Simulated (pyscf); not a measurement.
Single points on ωB97X-D3(BJ)/def2-SVP structures (PySCF, gas phase). Singlets are restricted, triplets unrestricted.

Singlet (Å):
```xyz
16

C      1.1782     0.8818    -2.2792
C      1.2287    -0.1527    -1.2278
C      0.5535     0.1749     0.0223
C     -0.5484     1.0535     0.1521
C     -1.1425     1.2728     1.3909
C     -0.6200     0.6572     2.5341
C      0.4728    -0.2075     2.4349
C      1.0278    -0.4721     1.1850
H      0.4291     1.6962    -2.2145
H      1.2106     0.4546    -3.2940
H      2.1765     1.3528    -2.1440
H     -0.9596     1.5452    -0.7331
H     -2.0092     1.9344     1.4753
H     -1.0795     0.8451     3.5093
H      0.8690    -0.6958     3.3295
H      1.8522    -1.1801     1.0669
```

Triplet (Å):
```xyz
16

C     -0.6440     0.9935     3.0510
C     -1.0153     0.8438     1.6332
C     -0.5173     0.1176     0.5409
C      0.6247    -0.7281     0.6845
C      1.1167    -1.4465    -0.3978
C      0.5020    -1.3555    -1.6534
C     -0.6208    -0.5304    -1.8156
C     -1.1262     0.1942    -0.7461
H     -1.3284     1.6811     3.5736
H      0.3796     1.4004     3.1601
H     -0.6808     0.0236     3.5831
H      1.1124    -0.8065     1.6601
H      1.9928    -2.0883    -0.2653
H      0.8948    -1.9237    -2.5008
H     -1.1041    -0.4564    -2.7943
H     -2.0013     0.8364    -0.8750
```

Task: For these two minima of C₈H₈ (SMILES C[C]c1ccccc1), which spin state lies lower at ωB97X-D3(BJ)/def2-TZVP, and by how much (electronic energies)?

Result: The triplet, by 0.18 eV. Zero-point energy shifts E(triplet) − E(singlet) by -0.01 eV. The 7 functionals that were run give -0.56 (r²SCAN) to -0.09 eV (ωB97M-D3(BJ)/def2-TZVP). cyclic C₈H₈ (SMILES C[C]c1ccccc1) [triplet] lies 2.74 eV over its isomer cyclic C₈H₈ (SMILES C=Cc1ccccc1) (electronic energy, ωB97M-D3(BJ)/def2-TZVP). 

E(triplet) − E(singlet) by level (eV):

| level | gap |
|---|---|
| ωB97X-D3(BJ)/def2-TZVP | -0.18 |
| PBE/def2-TZVP | -0.30 |
| r²SCAN/def2-TZVP | -0.56 |
| B3LYP-D3(BJ)/def2-TZVP | -0.23 |
| PBE0-D3(BJ)/def2-TZVP | -0.41 |
| M06-2X/def2-TZVP | -0.29 |
| ωB97M-D3(BJ)/def2-TZVP | -0.09 |
| HF/def2-TZVP | -1.41 |

The triplet is the lowest one reached from the SCF start used. A restricted singlet here is unstable towards spin polarisation, as is usual where a triplet lies low; its energy is less safe.
